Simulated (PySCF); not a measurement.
Solvent effects on NMR parameters

Molfile (atoms numbered from 1):
```
C7H13BN2
     RDKit          3D

 23 23  0  0  0  0  0  0  0  0999 V2000
    2.1169   -1.1268    0.0861 C   0  0  0  0  0  0  0  0  0  0  0  0
    1.8732    0.2705   -0.0991 N   0  0  0  0  0  0  0  0  0  0  0  0
    1.8854    1.0220    1.1182 C   0  0  0  0  0  0  0  0  0  0  0  0
    0.9462    0.6949   -1.1867 B   0  0  0  0  0  0  0  0  0  0  0  0
   -0.5890    0.2948   -0.6732 N   0  0  0  0  0  0  0  0  0  0  0  0
   -1.2617    1.1348    0.1236 C   0  0  0  0  0  0  0  0  0  0  0  0
   -2.4322    0.7565    0.7671 C   0  0  0  0  0  0  0  0  0  0  0  0
   -2.9204   -0.5340    0.5743 C   0  0  0  0  0  0  0  0  0  0  0  0
   -2.2164   -1.3987   -0.2610 C   0  0  0  0  0  0  0  0  0  0  0  0
   -1.0536   -0.9457   -0.8691 C   0  0  0  0  0  0  0  0  0  0  0  0
    3.0234   -1.2994    0.6955 H   0  0  0  0  0  0  0  0  0  0  0  0
    2.2664   -1.6182   -0.8879 H   0  0  0  0  0  0  0  0  0  0  0  0
    1.2893   -1.6725    0.6068 H   0  0  0  0  0  0  0  0  0  0  0  0
    2.7940    0.8111    1.7121 H   0  0  0  0  0  0  0  0  0  0  0  0
    1.8682    2.1009    0.8983 H   0  0  0  0  0  0  0  0  0  0  0  0
    1.0200    0.8104    1.7966 H   0  0  0  0  0  0  0  0  0  0  0  0
    1.0856    0.0483   -2.2199 H   0  0  0  0  0  0  0  0  0  0  0  0
    0.8966    1.9122   -1.3319 H   0  0  0  0  0  0  0  0  0  0  0  0
   -0.8300    2.1330    0.2211 H   0  0  0  0  0  0  0  0  0  0  0  0
   -2.9534    1.4720    1.4051 H   0  0  0  0  0  0  0  0  0  0  0  0
   -3.8389   -0.8610    1.0667 H   0  0  0  0  0  0  0  0  0  0  0  0
   -2.5641   -2.4155   -0.4498 H   0  0  0  0  0  0  0  0  0  0  0  0
   -0.4597   -1.5659   -1.5435 H   0  0  0  0  0  0  0  0  0  0  0  0
  1  2  1  0
  2  3  1  0
  2  4  1  0
  4  5  1  0
  5  6  2  0
  6  7  1  0
  7  8  2  0
  8  9  1  0
  9 10  2  0
 10  5  1  0
  1 11  1  0
  1 12  1  0
  1 13  1  0
  3 14  1  0
  3 15  1  0
  3 16  1  0
  4 17  1  0
  4 18  1  0
  6 19  1  0
  7 20  1  0
  8 21  1  0
  9 22  1  0
 10 23  1  0
M  CHG  2   4  -1   5   1
M  END
```

GIAO PBE0/pcSseg-1 in PySCF 2.14.0 with density-fitted response routines on one PBE0-D3(BJ)/def2-SVP conformer, non-relativistic, equivalent nuclei averaged. Solvents enter as an IEF-PCM continuum (methanol with ε = 32.6, dimethylsulfoxide with ε = 46.8) around the gas-phase geometry. Shifts are referred to TMS, BF3·OEt2 computed in the same medium.

Gas phase, δ in ppm: C6/C10 150.2, C8 141.8, C7/C9 129.7, C1/C3 44.0, B4 1.2, H19/H23 8.25, H21 7.75, H20/H22 7.52, H17/H18 3.45, H11/H12/H13/H14/H15/H16 1.98. Dipole moment 6.03 D.

Q: How does each δ change in the continuum?

A: 
| atoms | environment | Δδ, methanol | Δδ, dimethylsulfoxide |
| --- | --- | --- | --- |
| C6/C10 | aromatic CH next to a ring nitrogen | +1.5 | +1.5 |
| C8 | aromatic CH | +5.7 | +5.8 |
| C7/C9 | aromatic CH | +3.0 | +3.1 |
| C1/C3 | methyl carbon bonded to N | +0.4 | +0.4 |
| B4 | boron bonded to 2 N, 2 H | -1.0 | -1.0 |
| H19/H23 | hydrogen on an aromatic CH next to a ring nitrogen | +0.12 | +0.12 |
| H21 | hydrogen on an aromatic CH | +0.54 | +0.55 |
| H20/H22 | hydrogen on an aromatic CH | +0.41 | +0.42 |
| H17/H18 | hydrogen on a boron bonded to 2 N | -0.28 | -0.29 |
| H11/H12/H13/H14/H15/H16 | hydrogen on a methyl carbon bonded to N | +0.06 | +0.06 |

Changes are relative to the gas phase. The dipole moment becomes 8.04 D in methanol, 8.07 D in dimethylsulfoxide.

Q: Which of the listed nuclei move most (in ppm), and what does the model miss? (N and O are left out, as their reference compounds move with the solvent too.)

A: C8 (aromatic CH, +5.8 ppm) in dimethylsulfoxide. A continuum only polarises the solute; specific hydrogen bonds, the anisotropy of aromatic solvents and changes of geometry or conformer are outside it.
